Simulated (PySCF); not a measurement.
Dipole response of Sn (tin, neutral)

[Kr] 4d10 5s2 5p2, high-spin 3P determinant. All numbers are calculated (PySCF 2.14, a scalar-relativistic core potential, in aug-cc-pVQZ-PP with ECP28MDF (7s7p5d3f2g, 92 functions)). Coupled (time-dependent) response in atomic units; α is the mean over directions.

```
method  mean α (bohr³)         α xx, yy, zz  C₆ (like pair)  S(−4)
   UHF           57.17  46.94, 62.28, 62.28           631.2   1131
   PBE           62.12  48.18, 69.09, 69.09           675.7   1653
  PBE0           58.73  46.64, 64.78, 64.78           638.0   1351
```

S(−4) is the Cauchy moment in α(ω) = α(0) + S(−4) ω² + …

Reference α: 53 ± 6 bohr³ (recommended; Schwerdtfeger and Nagle, table of static dipole polarizabilities (2023 update)). Published C₆: 659.0 (Chu and Dalgarno (2004); Tang, Norbeck and Certain (1976)).

Spin-orbit coupling is absent.

α(iu) at UHF:

| u (hartree) | α(iu) (bohr³) |
| --- | --- |
| 0 | 57.17 |
| 0.0500 | 54.52 |
| 0.100 | 48.20 |
| 0.200 | 34.22 |
| 0.300 | 24.06 |
| 0.500 | 13.25 |
| 0.750 | 7.680 |
| 1.00 | 5.156 |
| 1.50 | 2.945 |
| 2.00 | 1.970 |
| 3.00 | 1.085 |
| 5.00 | 0.4710 |

The components differ because the open shell of this determinant is not spherical; for a pure term their mean is the scalar polarisability.

Energies and moments cover only the electrons outside the core potential.
